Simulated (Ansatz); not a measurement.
Total energies of C₂HF₅, SMILES `FC(F)C(F)(F)F`.

Z-matrix (Å, degrees):
```
C
F 1 1.342
C 1 1.535 2 109.0
F 1 1.342 2 109.0 3 118.8
H 1 1.095 2 109.7 3 -121.1
F 3 1.331 1 109.6 2 179.9
F 3 1.325 1 111.5 2 59.4
F 3 1.331 1 109.6 2 -61.2
```

Charge 0, multiplicity 1. The structure was optimised at the PBE0-D4/def2-TZVP level. Basis def2-TZVPP, the Gaussian-basis code of Ansatz.

RPA on PBE orbitals: Hartree–Fock energy of these orbitals -573.68112 Eh, correlation -2.32336 Eh (frozen core).

```
             functional  energy without D4 (Eh)  D4 term (kJ/mol)
            LDA (SPW92)              -572.45067                 –
                    PBE              -575.72892             -13.1
                 revPBE              -576.09109             -49.1
                   BLYP              -576.22264             -30.1
                 r2SCAN              -576.04645              -3.2
                 B97M-V              -576.10892                 –
                   PBE0              -575.72913             -10.8
                  B3LYP              -576.28405             -20.9
                r2SCANh              -576.01475              -3.3
                r2SCAN0              -575.96915              -3.7
HSE06 (plane-wave form)              -575.70584              -9.9
                  BHLYP              -576.06059             -13.7
              CAM-B3LYP              -576.14494             -10.6
                LC-ωPBE              -575.97314                 –
                ωB97X-V              -576.10299                 –
                ωB97M-V              -576.15162                 –
                 B2PLYP              -575.96137                 –
               PBE-QIDH              -575.65791                 –
```

B3LYP takes the VWN-RPA correlation (the form of Gaussian; ORCA's B3LYP/G). HSE06 is the plane-wave form, built on full-range PBE exchange. The double hybrids freeze the cores in their second-order part.

LC-ωPBE has ω = 0.4 bohr⁻¹.
